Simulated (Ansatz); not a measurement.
The cluster Rb4⁺, relaxed as a doublet with UKS r2SCAN/def2-TZVP in Ansatz, starting from the GFN1-xTB geometry. Force threshold 0.02 eV/Å.

In the def2 sets Rb takes a core potential; there is no spin–orbit coupling. The charge 1 doublet is spin-contaminated (final ⟨S²⟩ up to 0.87, 0.75 for a pure state). The structure comes from a short search, and lower isomers may exist.

Start:

Cartesian coordinates in Å:
```
Rb 1.239 -0.181 -1.530
Rb -2.442 -2.979 -1.485
Rb 2.482 2.960 1.438
Rb -1.279 0.200 1.577
```

```tsv
step	energy (eV)	largest force component (eV/Å)	SCF passes
1	-2620.4252	0.377	21
2	-2620.4598	0.328	24
3	-2620.5805	0.098	25
4	-2620.6018	0.031	25
5	-2620.6045	0.011	26
6	-2620.6051	0.008	27
```

Force components are those of the run's own axes.

End:

| atom | x (Å) | y (Å) | z (Å) |
| --- | --- | --- | --- |
| Rb1 | 1.419 | -0.241 | -1.796 |
| Rb2 | -2.677 | -3.257 | -1.618 |
| Rb3 | 2.692 | 3.249 | 1.611 |
| Rb4 | -1.434 | 0.249 | 1.803 |

By distances, no bond broke or formed. The bond that changes most is Rb1–Rb4, from 4.02 to 4.62 Å (atoms count from 1).

The force fell under the threshold at step 5, but the optimiser went on. No frequencies were taken in this run, so the end may be a saddle point.

Run time 65 s (2 threads of Arm Neoverse V2 on a shared host).
